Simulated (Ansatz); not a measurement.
Calculated with Ansatz (gas phase, PBE0-D4/def2-TZVP geometries, no zero-point term in ΔE). CCSD(T)/CBS adds triple-zeta CCSD(T) − MP2 to the extrapolated MP2 energy (def2 sets, frozen cores). This one scheme is used for every species, atoms too. Functionals use def2-TZVPP. B3LYP here is the variant with VWN-RPA as its local correlation; programs differ in this. No spin–orbit coupling; open shells (•) take unrestricted orbitals. Spin–orbit coupling would lower the free atoms: a little for Cl, F, Si. Each species was taken in one conformer, which may not be the lowest.

Reaction (atomization): `N[SiH](F)[Si](N)(Cl)Cl` → 2 Cl• + F• + 5 H• + 2 N• + 2 Si•

```csv
level,ΔE (eV),difference from CCSD(T)/CBS
PBE-D4,45.03,0.57
r2SCAN-D4,44.30,-0.16
PBE0-D4,44.16,-0.30
B3LYP-D4,44.21,-0.25
ωB97X-V,44.69,0.23
ωB97M-V,44.61,0.15
B2PLYP,43.63,-0.83
PBE,44.61,0.15
PBE0,43.80,-0.66
B3LYP,43.53,-0.93
HF/def2-TZVPP,31.16,-13.30
MP2/def2-TZVPP,43.89,-0.57
SCS-MP2/def2-TZVPP,43.59,-0.87
CCSD(T)/def2-TZVPP,42.77,-1.69
HF/CBS(def2),31.31,-13.15
MP2/CBS(def2),45.58,1.12
CCSD(T)/CBS,44.46,0
```

Largest T1 diagnostic among the species: 0.012.

In def2-TZVPP, CCSD(T) changes the Hartree–Fock value by +11.61 eV (the triples alone add +0.76 eV) and MP2 by +12.73 eV; breaking electron pairs costs correlation energy, which Hartree–Fock lacks. The D4 term adds +0.68 eV with B3LYP and +0.36 eV with PBE0; it sums over pairs of atoms, weighted by their polarisabilities, and B3LYP, whose exchange is more repulsive, gets the larger term.

For atomizations the MP2-based limit and the directly extrapolated one differ by several kJ/mol either way, and by 10 to 25 for some Ge, Se and Sn compounds, so smaller differences from it don't rank the levels.
